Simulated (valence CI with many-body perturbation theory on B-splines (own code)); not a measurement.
**Basis-set convergence for Pt⁷¹⁺**

Calculated by configuration interaction combined with many-body perturbation theory (CI+MBPT): five valence electrons over a frozen Dirac-Fock core [He], radial functions for each j: 9 s, 9 p, 8 d, 6 f, 3 g, 1 h, with the one-electron correlation potential Σ1 (screened to all orders), the two-electron term Σ2, the three-electron term Σ3, Breit, model QED; selected single and double excitations, second order for the rest, scaled by the run's own slope (own B-spline code, finite nucleus).

No measured spectrum was set against this ion. As an estimate, large intervals hold to a few tenths of a per cent, small ones and those within an open d or f shell to about a per cent. Among the levels kept, up to 3900 cm⁻¹ of a level comes from second order outside the variational space, and about a tenth of that is noise between levels of different J, which matters for small intervals.

The reference run has the lowest level (2s^2 2p1/2^2 2p3/2) J=3/2 and an ionisation energy of 18636.1 eV. Its largest variational space holds 20000 state functions.

Levels are named by their leading jj configuration (3d3/2^4 stands for four electrons in 3d with j = 3/2), which in mixed levels can hold well under half, so a name can repeat and another be missing. Letters in brackets count levels of one name in rising energy.

Changed runs:
A. basis 6 s, 6 p, 5 d, 3 f, 1 g
B. basis 5 s, 5 p, 4 d, 2 f

Excitation energies of the reference run in eV, and shifts in cm⁻¹:

```csv
Level,Reference,A,B
(2s^2 2p1/2 2p3/2^2) J=3/2,1777.1,+139,-182
(2s^2 2p1/2 2p3/2^2) J=5/2,1800.2,+338,+310
(2s^2 2p1/2 2p3/2^2) J=1/2,1858.0,+152,+207
(2s 2p1/2^2 2p3/2^2) J=5/2,2154.3,-55,-517
(2s 2p1/2^2 2p3/2^2) J=1/2,2268.8,-156,-321
(2s 2p1/2^2 2p3/2^2) J=3/2,2270.0,+36,-34
(2s^2 2p3/2^3) J=3/2,3639.5,+281,+72
(2s 2p1/2 2p3/2^3) J=3/2 [a],3961.7,-71,-710
(2s 2p1/2 2p3/2^3) J=5/2,4003.9,+239,-81
(2s 2p1/2 2p3/2^3) J=1/2,4076.0,+117,-166
(2s 2p1/2 2p3/2^3) J=3/2 [b],4083.4,+237,+145
(2p1/2^2 2p3/2^3) J=3/2,4499.5,-232,-584
Ionisation energy (eV),18636.1,+0.0008,-0.095
```
